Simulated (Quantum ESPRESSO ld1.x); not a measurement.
Species: Au5+. Configuration: [Xe] 4f14 5d6 (the NIST ground configuration). Calculated with ld1.x of Quantum ESPRESSO 7.5: non-relativistic Kohn-Sham, PBE, spin-unpolarised, spherical densities, point nucleus; relativity is left out, which matters for an element this heavy.

Unscreened Slater integrals over Kohn-Sham orbitals (hartree).

integral      value
F0(5d,5d)   0.68024
F2(5d,5d)   0.36176
F4(5d,5d)   0.24349
F0(5d,5p)   0.74212
F2(5d,5p)   0.38660
G1(5d,5p)   0.48155
G3(5d,5p)   0.30131
F0(5d,5s)   0.76129
G2(5d,5s)   0.35759
F0(5d,4f)   0.86821
F2(5d,4f)   0.21292
F4(5d,4f)   0.10044
G1(5d,4f)  0.066092
G3(5d,4f)  0.064868
G5(5d,4f)  0.052660
F0(5d,4d)   0.87322
F2(5d,4d)   0.20250
F4(5d,4d)  0.089935
G0(5d,4d)  0.044792
G2(5d,4d)  0.054645
G4(5d,4d)  0.045751
F0(5p,5p)   0.82870
F2(5p,5p)   0.44985
F0(5p,5s)   0.85727
G1(5p,5s)   0.59546
F0(5p,4f)    1.0265
F2(5p,4f)   0.30421
G2(5p,4f)   0.10351
G4(5p,4f)  0.090683
F0(5p,4d)    1.0345
F2(5p,4d)   0.29357
G1(5p,4d)  0.077759
G3(5p,4d)  0.077698
F0(5s,5s)   0.88973
F0(5s,4f)    1.0885
G3(5s,4f)   0.11453
F0(5s,4d)    1.0978
G2(5s,4d)  0.094121
F0(4f,4f)    1.8813
F2(4f,4f)   0.94118
F4(4f,4f)   0.60085
F6(4f,4f)   0.43536
F0(4f,4d)    1.9063
F2(4f,4d)   0.94207
F4(4f,4d)   0.60806
G1(4f,4d)    1.0678
G3(4f,4d)   0.69362
G5(4f,4d)   0.49701
F0(4d,4d)    1.9523
F2(4d,4d)   0.99694
F4(4d,4d)   0.67023

Derived for the open shells (J is the average intra-shell exchange parameter used in DFT+U). 5d: Racah B = F2/49 - 5 F4/441 = 0.004622 hartree, C = 35 F4/441 = 0.01932 hartree, C/B = 4.18, F4/F2 = 0.673, J = (F2 + F4)/14 = 0.04323 hartree.
